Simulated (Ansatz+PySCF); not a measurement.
Results of a calculation; reference values are marked as such.
# Several solutions for sextet FeH2O(+)

```yaml
atoms:
  - { symbol: Fe, position_ang: [0.0000, 0.0000, 0.0000] }
  - { symbol: O, position_ang: [0.0000, 0.0000, 2.1840] }
  - { symbol: H, position_ang: [0.7750, 0.0000, 2.7590] }
  - { symbol: H, position_ang: [-0.7750, 0.0000, 2.7590] }
```

Basis set: def2-SVP (spherical functions). Charge 1, multiplicity 6.

ωB97X (restricted open-shell) was run from several starts with Ansatz (development build ahead of 0.2.0) and PySCF 2.14.0.

```
run  program                        start  converged  energy (hartree)  <S²>
  A   Ansatz  search for the lowest state        yes       -1339.60103  8.75
  B    PySCF             program defaults        yes       -1339.59080  8.75
  C   Ansatz      atomic start, no search        yes       -1339.59795  8.75
  D   Ansatz      stability test followed        yes       -1339.60100  8.75
```

Q: Which runs reached the lowest solution of this kind, and what is wrong with the others?

A: A, D reached the lowest solution found or ended within 0.01 eV of it (a small difference can mark another solution nearby). Converged but too high: B by 0.28 eV, C by 0.08 eV. Convergence only shows a stationary point, and even a stable one can lie too high; stability tests and further starts are what find lower ones. Caution: other spin multiplicities were not run.
